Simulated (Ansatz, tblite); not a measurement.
Isomers of Rb₃H₃⁻ (doublet), found by a short tight-binding search and relaxed with PBE0-D4/def2-TZVPD in Ansatz.

In the def2 sets Rb takes a core potential; there is no spin–orbit coupling. The xTB rows come from tblite. Correlated methods freeze no core orbitals; core or outer-core shells of Rb are correlated, in sets that lack core-valence functions.

A: At LDA (SPW92)/def2-TZVPD, PBE-D4/def2-TZVPD, r2SCAN-D4/def2-TZVPD, r2SCANh-D4/def2-TZVPD and others the highest occupied level of the charge -1 doublet lies above zero (up to 0.78 eV). By energy differences its removal costs 0.60 eV (vertical, to the charge 0 singlet, at r2SCAN-D4/def2-TZVPD); a positive level beside a positive removal energy at the same level points to self-interaction error. B: At LDA (SPW92)/def2-TZVPD, PBE-D4/def2-TZVPD, r2SCAN-D4/def2-TZVPD, r2SCANh-D4/def2-TZVPD and others the highest occupied level of the charge -1 doublet lies above zero (up to 0.60 eV). It is a level of α spin, whose loss leaves a singlet; that state wasn't run at this geometry and level. The electron is either unbound and held by the finite basis, or the level is raised by self-interaction error. C: At CCSD(T)/def2-TZVPD, LDA (SPW92)/def2-TZVPD, PBE-D4/def2-TZVPD, r2SCAN-D4/def2-TZVPD and others the highest occupied level of the charge -1 doublet lies above zero (up to 0.89 eV). It is a level of α spin, whose loss leaves a singlet; that state wasn't run at this geometry and level. The electron is either unbound and held by the finite basis, or the level is raised by self-interaction error. At LDA (SPW92)/def2-TZVPD, PBE-D4/def2-TZVPD the gap within one spin of the charge -1 doublet nearly closes, so an electron or hole may be smeared out by delocalisation error.

Other spin states were run for one of them alone.

For A, a quartet lies 1.66 eV below this doublet at PBE0-D4/def2-TZVPD. The order below holds within this spin alone and isn't that of the ground states.

A:

```xyz
6

Rb   -1.501   -1.522   -0.363
Rb   -0.239    1.969   -0.500
Rb    2.969   -0.579    1.435
H    -2.487    0.775   -1.260
H    -0.142    0.026    2.081
H     1.401   -0.669   -1.393
```

B:

Cartesian coordinates in Å:
```
Rb 0.4562 0.9376 -5.2660
Rb 0.0039 0.0107 -0.0474
Rb -0.3334 -0.6740 3.8386
H 0.2334 0.4762 -2.6915
H 1.6747 -0.1926 2.2764
H -2.0347 -0.5578 1.8900
```

C:

```xyz
6

Rb   -2.444   -0.121   -0.863
Rb    0.512   -0.850    2.406
Rb    1.613    1.733   -1.070
H     2.443    0.107    0.855
H    -1.608   -1.732    1.071
H    -0.515    0.862   -2.398
```

Task: Estimate which lies lowest at each level, and how far above it the others are (kJ/mol).

Result: 
```
                 level     A      B     C
              GFN2-xTB   0.0  104.7  81.3
         HF/def2-TZVPD  16.2    0.0  17.5
LDA (SPW92)/def2-TZVPD  26.7    0.0   5.0
     PBE-D4/def2-TZVPD   0.0   11.2  16.8
  r2SCAN-D4/def2-TZVPD   4.6    0.0   6.2
 r2SCANh-D4/def2-TZVPD   4.8    0.0   6.8
    PBE0-D4/def2-TZVPD   0.0    7.9  15.4
        MP2/def2-TZVPD  22.0    0.0  15.6
       CCSD/def2-TZVPD  20.5    0.0  16.4
    CCSD(T)/def2-TZVPD  20.1    0.0  15.5
```
Point groups (tolerance 0.1 Å): A Cs, B not assigned, C C3v. Lower isomers may exist.
